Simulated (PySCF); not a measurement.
**Solvent effects on NMR parameters**

Atom-mapped SMILES (the numbers label the heavy atoms): `[CH2:1]=[CH:2][CH2:3][CH2:4][O:5][C:6]1=[CH:7][CH2:8][CH2:9]1` (H(Xn): hydrogen on atom n). Ha(C1) is cis to C3; Hb(C1) is trans to C3.

GIAO PBE0/pcSseg-1 in PySCF 2.14.0 with density-fitted response routines on one PBE0-D3(BJ)/def2-SVP conformer, non-relativistic, equivalent nuclei averaged. Solvents enter as an IEF-PCM continuum (chloroform with ε = 4.7, dimethylsulfoxide with ε = 46.8) around the gas-phase geometry. Shifts are referred to TMS computed in the same medium.

In chloroform, δ in ppm: C6 159.7, C2 144.1, C1 126.9, C7 101.2, C4 68.3, C3 39.0, C9 32.2, C8 22.5, H(C2) 6.01, Ha(C1) 5.59, Hb(C1) 5.46, H(C7) 4.63, H(C4) 3.57, H(C9) 2.80. Dipole moment 2.09 D.

Q: How does each δ change in the more polar medium?

A: 
| atoms | environment | Δδ, dimethylsulfoxide |
| --- | --- | --- |
| C6 | alkene carbon bearing oxygen | +1.1 |
| C2 | alkene CH | +0.8 |
| C1 | terminal =CH2 carbon | +0.2 |
| C7 | β carbon of an enol-ether or enamine type C=C | -0.5 |
| C4 | sp3 CH2 bonded to O | +0.3 |
| C3 | allylic sp3 CH2 | +0.2 |
| C9 | allylic sp3 CH2 | +0.5 |
| C8 | allylic sp3 CH2 | +0.1 |
| H(C2) | hydrogen on an alkene CH | +0.07 |
| Ha(C1) | hydrogen on a terminal =CH2 carbon | +0.02 |
| Hb(C1) | hydrogen on a terminal =CH2 carbon | +0.03 |
| H(C7) | hydrogen on a β carbon of an enol-ether or enamine type C=C | 0.00 |
| H(C4) | hydrogen on an sp3 CH2 bonded to O | +0.06 |
| H(C9) | hydrogen on an allylic sp3 CH2 | +0.06 |

Changes are relative to chloroform. The dipole moment becomes 2.30 D in dimethylsulfoxide.

Q: Which nuclei move most (in ppm), and what does the model miss?

A: C6 (alkene carbon bearing oxygen, +1.1 ppm) in dimethylsulfoxide. A continuum only polarises the solute; specific hydrogen bonds, the anisotropy of aromatic solvents and changes of geometry or conformer are outside it.
